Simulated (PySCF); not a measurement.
A structure optimised at B3LYP-D3(BJ)/def2-SVP, used in a PySCF frequency run:

```xyz
10

B      0.0000     0.0000     0.9233
Ge     1.8096    -0.0026    -0.0731
H      2.9376    -0.7481     0.6743
H      2.2451     1.4806    -0.2012
H      1.7147    -0.5692    -1.5068
Ge    -1.8096     0.0026    -0.0731
H     -2.2451    -1.4806    -0.2012
H     -1.7147     0.5692    -1.5068
H     -2.9376     0.7481     0.6743
H      0.0000     0.0000     2.1293
```

Write its SMILES, formula and point group.

[GeH3][BH][GeH3], BGe2H7, C2

What are its rotational constants (standard atomic weights)?

19.189, 0.98062, 0.95481 GHz
